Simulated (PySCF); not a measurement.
A calculated (B3LYP, PySCF 2.14, 6-31G*, the non-relativistic Hamiltonian (point nucleus)) atom or ion has these occupied shells.

```csv
shell,electrons,orbital energy (eV),"rms radius, mean of both spins (bohr)"
1s α,1,-5910.7,0.0743
1s β,1,-5910.7,0.0743
2s α,1,-713.53,0.320
2s β,1,-712.09,0.320
2p α,3,-612.56,0.289
2p β,3,-611.35,0.289
3s α,1,-117.93,0.966
3s β,1,-114.02,0.966
3p α,3,-88.903,1.04
3p β,3,-84.791,1.04
3d α,3,-43.680,1.21
```

(1) Name the element and its charge.

Results:

(1) Cr³⁺ (chromium, charge +3), in [Ar] 3d3, high-spin 4F determinant.
